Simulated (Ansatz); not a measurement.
Mulliken charges of `B[SiH](F)BCl` from ωB97M-V/def2-TZVPP in Ansatz (PBE0-D4/def2-TZVP geometry).

```
atom   x (Å)   y (Å)   z (Å)  charge (e)
  B1   0.280  -0.009   1.669      -0.219
 Si2   0.612  -0.437  -0.254       0.415
  F3   2.116  -0.115  -0.735      -0.325
  B4  -0.725   0.564  -1.387      -0.060
 Cl5  -2.410   0.199  -1.157      -0.069
  H6   1.088   0.513   2.377       0.101
  H7  -0.795  -0.266   2.126       0.102
  H8   0.383  -1.898  -0.464      -0.038
  H9  -0.461   1.404  -2.192       0.094
```

Task: By hand: the dipole of these point charges (1 e Å = 4.8032 D).

Result: Σ q r = (-0.314, 0.039, 0.200) e Å, of length 0.374 e Å = 1.80 D.

Task: How does the dipole of the full density compare? (An estimate is asked.)

Result: Ansatz gave: (-0.166, 0.017, 0.102) e Å, 0.94 D; the point charges give 1.91 times that, at 1° from its direction.

Point charges leave out the atoms' own dipoles, such as those of lone pairs, and Mulliken's split depends on the basis, so the two needn't agree.
